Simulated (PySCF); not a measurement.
C4HCl2F.

```xyz
8

C     -0.1574     3.1261     0.0000
C      0.2185     1.9732     0.0000
C      0.6859     0.6364     0.0000
F      2.0047     0.4737     0.0000
C     -0.1102    -0.4559     0.0000
Cl    -1.8143    -0.3299     0.0000
Cl     0.5574    -2.0283     0.0000
H     -0.4960     4.1464     0.0000
```

The structure is a stationary point at PBE0-D3(BJ)/def2-SVP. The structure was generated by enumeration, and PubChem lists no compound with its InChIKey, so it may never have been made.

Computed with PBE0/pcSseg-1 in PySCF. Non-relativistic, no solvent.

Computed absolute GIAO shielding of each atom: isotropic value and principal components (ppm):
```tsv
atom	σ(iso)	σ11	σ22	σ33	span
C1	82.7	21.3	42.6	184.1	162.8
C2	110.4	12.9	17.5	300.8	287.9
C3	37.0	-48.0	74.0	85.1	133.1
F4	282.9	237.6	266.7	344.4	106.8
C5	45.0	-25.7	78.5	82.1	107.7
Cl6	667.3	525.5	535.8	940.7	415.3
Cl7	647.4	482.0	607.7	852.6	370.6
H8	27.3	23.8	24.1	34.1	10.3
```
